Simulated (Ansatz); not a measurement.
Calculated with Ansatz (gas phase, PBE0-D4/def2-TZVP geometries, no zero-point term in ΔE). CCSD(T)/CBS is the MP2 limit (def2-TZVPP, def2-QZVPP) plus CCSD(T) − MP2 in def2-TZVPP, frozen cores. This one scheme is used for every species. DFT in def2-TZVPP. Each species was taken in one conformer, which may not be the lowest.

Consider the ligand exchange at the Si–C bond: `O=C=C([SiH3])[SiH3]` + `N=CO` → `O/C=N/[SiH3]` + `O=C=C[SiH3]`.

`O=C=C([SiH3])[SiH3]`:

Cartesian coordinates in Å:
```
O 2.526 0.996 -0.998
C 1.517 0.598 -0.599
C 0.378 0.149 -0.150
Si 0.011 0.329 1.658
Si -0.797 -0.639 -1.348
H -1.223 1.136 1.846
H -0.214 -1.009 2.264
H 1.156 0.997 2.326
H -2.085 0.102 -1.354
H -0.199 -0.618 -2.706
H -1.071 -2.041 -0.940
```

`N=CO`:

Z-matrix (Å, degrees):
```
C
O 1 1.336
N 1 1.258 2 122.1
H 1 1.092 2 110.5 3 -180.0
H 2 0.968 1 106.6 3 -0.0
H 3 1.014 1 111.3 2 180.0
```

`O/C=N/[SiH3]`:

```xyz
9

O    -0.739    0.703    2.221
C    -0.151    0.593    1.027
N    -0.378   -0.349    0.230
Si    0.359   -0.531   -1.321
H    -1.332   -0.058    2.309
H     0.536    1.434    0.874
H     1.317    0.577   -1.620
H     1.089   -1.823   -1.360
H    -0.701   -0.545   -2.360
```

`O=C=C[SiH3]`:

```xyz
8

O     1.554   -2.079    0.860
C     1.165   -1.005    0.687
C     0.693    0.195    0.469
Si   -0.848    0.423   -0.523
H     1.244    1.027    0.892
H    -1.896    1.102    0.282
H    -0.581    1.254   -1.727
H    -1.330   -0.918   -0.940
```

```json
{"level": "PBE-D4", "ΔE (kJ/mol)": "-7.3", "difference from CCSD(T)/CBS": "1.2"}
{"level": "r2SCAN-D4", "ΔE (kJ/mol)": "-11.2", "difference from CCSD(T)/CBS": "-2.7"}
{"level": "PBE0-D4", "ΔE (kJ/mol)": "-7.3", "difference from CCSD(T)/CBS": "1.2"}
{"level": "ωB97X-V", "ΔE (kJ/mol)": "-11.7", "difference from CCSD(T)/CBS": "-3.2"}
{"level": "ωB97M-V", "ΔE (kJ/mol)": "-11.8", "difference from CCSD(T)/CBS": "-3.3"}
{"level": "r2SCAN", "ΔE (kJ/mol)": "-12.1", "difference from CCSD(T)/CBS": "-3.6"}
{"level": "PBE0", "ΔE (kJ/mol)": "-10.2", "difference from CCSD(T)/CBS": "-1.7"}
{"level": "HF/def2-TZVPP", "ΔE (kJ/mol)": "-21.7", "difference from CCSD(T)/CBS": "-13.2"}
{"level": "SCS-MP2/def2-TZVPP", "ΔE (kJ/mol)": "-10.3", "difference from CCSD(T)/CBS": "-1.8"}
{"level": "CCSD/def2-TZVPP", "ΔE (kJ/mol)": "-10.7", "difference from CCSD(T)/CBS": "-2.2"}
{"level": "CCSD(T)/def2-TZVPP", "ΔE (kJ/mol)": "-8.6", "difference from CCSD(T)/CBS": "-0.1"}
{"level": "MP2/def2-QZVPP", "ΔE (kJ/mol)": "-7.4", "difference from CCSD(T)/CBS": "1.1"}
{"level": "SCS-MP2/def2-QZVPP", "ΔE (kJ/mol)": "-10.4", "difference from CCSD(T)/CBS": "-1.9"}
{"level": "HF/CBS(def2)", "ΔE (kJ/mol)": "-21.9", "difference from CCSD(T)/CBS": "-13.4"}
{"level": "MP2/CBS(def2)", "ΔE (kJ/mol)": "-7.3", "difference from CCSD(T)/CBS": "1.2"}
{"level": "CCSD/CBS(def2)", "ΔE (kJ/mol)": "-10.5", "difference from CCSD(T)/CBS": "-2.0"}
{"level": "CCSD(T)/CBS", "ΔE (kJ/mol)": "-8.5", "difference from CCSD(T)/CBS": "0"}
```

Largest T1 diagnostic among the species: 0.016.

The D4 term adds +5.2 kJ/mol with B3LYP and +3.0 kJ/mol with PBE0; it sums over pairs of atoms, weighted by their polarisabilities, and B3LYP, whose exchange is more repulsive, gets the larger term. In def2-TZVPP, CCSD(T) changes the Hartree–Fock value by +13.1 kJ/mol (the triples alone add +2.0 kJ/mol) and MP2 by +14.2 kJ/mol.

B3LYP here is the variant with VWN-RPA as its local correlation; programs differ in this.
